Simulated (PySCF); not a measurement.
**Basis set benchmark on one molecule**

Molecule: SMILES C1=C(CC)C=NC=C1, C₇H₉N.

Atom-mapped SMILES (the numbers label the heavy atoms): `[CH3:1][CH2:2][c:3]1[cH:4][cH:5][cH:6][n:7][cH:8]1`. Hydrogens are named by the atom that carries them.

Geometry PBE0-D3(BJ)/def2-SVP throughout; GIAO in PySCF 2.14.0 with density-fitted response routines, gas phase, one conformer, non-relativistic; equivalent atoms averaged; functional PBE0.

Reference values (estimated from measurements, as parent shift plus tabulated substituent increments; solution, not stated per compound (mostly CDCl3 or CCl4); Pretsch, Buehlmann, Badertscher, Structure Determination of Organic Compounds, 4th ed. (2009)): δ(C8) = 149.4 ppm, δ(C3) = 139.1 ppm, δ(C4) = 135.1 ppm, δ(C5) = 123.2 ppm, δ(C6) = 147.1 ppm, δ(H(C8)) = 8.46 ppm, δ(H(C4)) = 7.48 ppm, δ(H(C5)) = 7.19 ppm. Computed shifts are taken against TMS, calculated as an isolated molecule at each level.

Task: How do the basis sets STO-3G, pcSseg-0, 6-31G, 6-31G*, cc-pVDZ, def2-SVP, pcSseg-1, aug-cc-pVDZ, 6-311+G(2d,p), def2-TZVP perform against the reference? Times are CPU seconds on shared hosts with different chips, so compare them loosely.

Result: 
```csv
basis set,functions,C8,C3,C4,C5,C6,H(C8),H(C4),H(C5),mean abs. error C,mean abs. error H,core-s
STO-3G,49,122.0,113.7,114.1,107.1,120.0,8.49,7.06,7.11,23.4,0.18,4.5
pcSseg-0,90,163.8,146.6,144.9,133.1,160.9,8.99,7.33,7.16,11.1,0.24,9.5
6-31G,90,145.5,135.6,130.1,120.2,142.6,8.89,7.47,7.33,4.0,0.19,9.3
6-31G*,130,144.0,132.3,129.0,117.6,141.3,8.56,7.31,7.00,5.9,0.15,14
cc-pVDZ,157,148.8,139.9,133.9,123.2,146.3,8.61,7.38,7.04,0.7,0.13,20
def2-SVP,157,148.1,137.4,133.0,121.2,145.3,8.41,7.29,6.97,1.8,0.15,17
pcSseg-1,181,156.0,144.4,140.6,128.1,153.3,8.64,7.50,7.18,5.7,0.07,32
aug-cc-pVDZ,265,149.7,139.8,133.2,121.8,147.0,8.85,7.66,7.39,0.9,0.26,46
"6-311+G(2d,p)",270,154.4,143.7,138.6,126.1,151.5,8.79,7.60,7.31,4.1,0.19,37
def2-TZVP,302,155.8,145.8,140.3,127.5,152.9,8.76,7.58,7.29,5.7,0.17,54
```

For 13C the closest is cc-pVDZ (0.7 ppm, with aug-cc-pVDZ practically level) and the furthest STO-3G (23.4 ppm).

For 1H the closest is pcSseg-1 (0.07 ppm) and the furthest aug-cc-pVDZ (0.26 ppm). Where a smaller basis beats a larger one, errors probably cancel. One molecule is a small sample, and vibrational and solvent effects are absent from the calculation.

A small basis that lands close on one nucleus may do so by chance; judge by the trend and by all nuclei.
